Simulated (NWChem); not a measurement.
System: C3H2F2O2; SMILES C1=COC(F)(O1)F

```xyz
9

F     -1.0683     0.0000     1.3458
C      0.0000     0.0000     0.5493
F      1.0683     0.0000     1.3458
O      0.0000    -1.1127    -0.2557
C      0.0000    -0.6655    -1.5550
C      0.0000     0.6655    -1.5550
O      0.0000     1.1127    -0.2557
H      0.0000    -1.4116    -2.3430
H      0.0000     1.4116    -2.3430
```
Atoms are numbered in this order, from 1.

Computed with NWChem. Pople sets run with spherical d functions. All runs use the structure optimised with PBE0/def2-SVP. GIAO values for the isolated, static molecule; σ is the absolute isotropic shielding, δ = σ(reference) − σ with the isolated reference molecule computed at the same levels (13C: tetramethylsilane, 19F: trichlorofluoromethane, 1H: tetramethylsilane, 17O: water).

### Question
What does the run give for Hartree-Fock/6-31G*? Quantities: δ F1 (ppm); δ C2 (ppm); δ O4 (ppm); δ C5 (ppm); δ H8 (ppm).

### Answer
| Property | Result |
|---|---|
| δ F1 (ppm) | -25.7 |
| δ C2 (ppm) | 113.7 |
| δ O4 (ppm) | 99.3 |
| δ C5 (ppm) | 125.1 |
| δ H8 (ppm) | 6.67 |
